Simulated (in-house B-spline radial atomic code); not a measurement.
A fraction x of an electron is removed from 2p in Ne, starting from [He] 2s2 2p6 and keeping the highest spin. Method: scalar-relativistic (X2C) PBE, spin-polarised, spherical fractional occupations, Fermi nucleus of rms radius 3.0055 fm. Calculated with an all-electron radial atomic-structure program (B-spline basis).

```tsv
x	E(x) - E(0) (eV)	2p down level (eV)
0	0.0000	-13.332
0.12	1.7164	-15.284
0.13	1.8700	-15.449
0.34	5.4851	-19.007
0.49	8.5332	-21.647
0.5	8.7506	-21.825
0.53	9.4134	-22.364
0.63	11.7403	-24.179
0.81	16.3926	-27.530
0.93	19.8331	-29.820
1	21.9678	-31.175
```

The exact functional would give a straight line between the two integer points. Deviations E(x) - E(0) - x[E(1) - E(0)], in eV: -0.92 at x = 0.12, -0.986 at x = 0.13, -1.984 at x = 0.34, -2.231 at x = 0.49, -2.233 at x = 0.5, -2.23 at x = 0.53, -2.099 at x = 0.63, -1.401 at x = 0.81, -0.597 at x = 0.93.

The curve lies below the straight line by up to 2.233 eV (at x = 0.5): convex, the delocalisation error that favours fractional charges.

Problem. How well does Slater's transition state (minus the level at half occupation) give the ionisation energy?

Solution. It gives 21.825 eV against 21.968 eV from the two total energies; NIST lists 21.56 eV, ground level to ground level.
